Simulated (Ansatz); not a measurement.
Reaction (ligand exchange at the Sn–C bond): `C[CH](C)[Sn][NH2]` + HCl → `[NH2][Sn][Cl]` + `CCC`

Program: Ansatz. Geometries: PBE0-D4/def2-TZVP. ΔE: electronic, gas phase. CCSD(T)/CBS is the MP2 limit (def2-TZVPP, def2-QZVPP) plus CCSD(T) − MP2 in def2-TZVPP, frozen cores. This one scheme is used for every species. Elements past krypton have def2 core potentials. For Sn outer-core shells are correlated without core-valence functions, which leaves a few kJ/mol of doubt a bond. Each species was taken in one conformer, which may not be the lowest.

```tsv
species	HF/def2-TZVPP energy (Eh)
`C[CH](C)[Sn][NH2]`	-386.71021
HCl	-460.09908
`[NH2][Sn][Cl]`	-728.58139
`CCC`	-118.31060
```

Task: Work out ΔE.

Result: ΔE = (-728.58139) + (-118.31060) − (-386.71021) − (-460.09908) = -0.08270 Eh = -217.1 kJ/mol. CCSD(T)/CBS gives -179.4 kJ/mol.

Task: What do rigid-rotor, harmonic-oscillator terms from PBE0-D4/def2-TZVP frequencies (298.15 K, 1 bar) make of the CCSD(T)/CBS value? (Estimate.)

Result: Computed: ΔZPE = +13.3 kJ/mol, ΔH = -169.5 kJ/mol, ΔS = 12 J/(mol·K), ΔG = -173.2 kJ/mol. Modes under 50 cm⁻¹ make the entropy rough.

Largest T1 diagnostic among the species: 0.016.

The D4 term adds +13.8 kJ/mol with B3LYP and +7.8 kJ/mol with PBE0; it sums over pairs of atoms, weighted by their polarisabilities, and B3LYP, whose exchange is more repulsive, gets the larger term. From PBE to PBE0 (25 % exact exchange), in def2-TZVPP and without D4, ΔE moves by −3.1 kJ/mol.

B3LYP here is the variant with VWN-RPA as its local correlation; programs differ in this.
